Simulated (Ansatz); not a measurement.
Ansatz (a program for electronic structure) input:

Ansatz 0.2 input:
```yaml
crystal:
  periodic: [false, false, false]
  atoms:
    - {symbol: C, position_ang: [2.53879028, 0.08532159, -0.51387535]}
    - {symbol: C, position_ang: [1.10103950, 0.49694539, -0.82097064]}
    - {symbol: C, position_ang: [0.03317775, -0.19975854, 0.03305674]}
    - {symbol: C, position_ang: [0.18049102, 0.14229464, 1.51662993]}
    - {symbol: C, position_ang: [-1.36727683, 0.14111982, -0.49383678]}
    - {symbol: C, position_ang: [-2.50614593, -0.64194228, 0.15474620]}
    - {symbol: H, position_ang: [2.84119904, 0.37438481, 0.49355764]}
    - {symbol: H, position_ang: [3.23601578, 0.55433410, -1.21057928]}
    - {symbol: H, position_ang: [2.66236686, -0.99735857, -0.59968732]}
    - {symbol: H, position_ang: [0.99614118, 1.58129610, -0.70106427]}
    - {symbol: H, position_ang: [0.89052989, 0.28701218, -1.87414928]}
    - {symbol: H, position_ang: [0.17424241, -1.28299074, -0.08080948]}
    - {symbol: H, position_ang: [1.16464657, -0.13131310, 1.89750383]}
    - {symbol: H, position_ang: [-0.55777406, -0.37961243, 2.12578175]}
    - {symbol: H, position_ang: [0.04679934, 1.21651343, 1.67632338]}
    - {symbol: H, position_ang: [-1.38287680, -0.04071575, -1.57284742]}
    - {symbol: H, position_ang: [-1.54060523, 1.21560584, -0.36486114]}
    - {symbol: H, position_ang: [-2.34187653, -1.71875627, 0.06354107]}
    - {symbol: H, position_ang: [-2.60930702, -0.41134487, 1.21593066]}
    - {symbol: H, position_ang: [-3.45995611, -0.41093844, -0.32314069]}
basis:
  gaussian:
    orbitals: aug-cc-pVDZ
magnetization: {spin_polarized: false}
correlation: {method: ccsd_t, electrons: outside_noble_gas}
output: {forces: true}
```

Task: What final total energy does it print?

Result: -236.42127 Eh (CCSD(T)/aug-cc-pVDZ). The basis has 264 functions.
